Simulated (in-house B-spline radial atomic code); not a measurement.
**Si3+: [Ne] 3d1 (an excited or competing configuration)**

Method: Dirac-Hartree-Fock, average of configuration, Fermi nucleus of rms radius 3.1224 fm. Calculated with a B-spline radial code for spherical atoms.

Screening seen three ways: the hydrogenic charge with the same mean radius, Z_r = [3n² - l(l+1)]/(2<r>), the one with the same energy, Z_e = n√(-2ε), and Slater's rules. Values are occupation-weighted means over j.

```csv
shell,electrons,ε (eV),<r> (bohr),Z_r,Z_e,Slater
1s,2,-1919.4,0.111,13.51,11.88,13.70
2s,2,-207.68,0.5601,10.71,7.81,9.85
2p,6,-155.72,0.5309,9.42,6.77,9.85
3d,1,-25.029,2.467,4.26,4.07,4.00
```

The least bound orbital is 3d3/2 at -25.03 eV, while the most diffuse is 3d5/2 (<r> = 2.467 bohr against 2.467 bohr): energy order and size order differ.

Spin-orbit splittings of the orbital energies (j = l + 1/2 above j = l - 1/2 when positive): 2p 0.6913 eV, 3d -3.765e-05 eV.

For the 1s electron the small component carries 0.246 % of the norm, the zero-frequency Breit interaction raises the level by 1.122 eV, self-energy by 0.4789 eV, and vacuum polarisation lowers it by 0.02973 eV.

The density falls to 0.001 bohr⁻³ at 3.614 bohr; Σ<r²> = 9.9383 bohr² gives, by the non-relativistic formula and without the paramagnetism of open shells, a Langevin diamagnetic susceptibility of -7.871×10⁻⁶ cm³/mol.
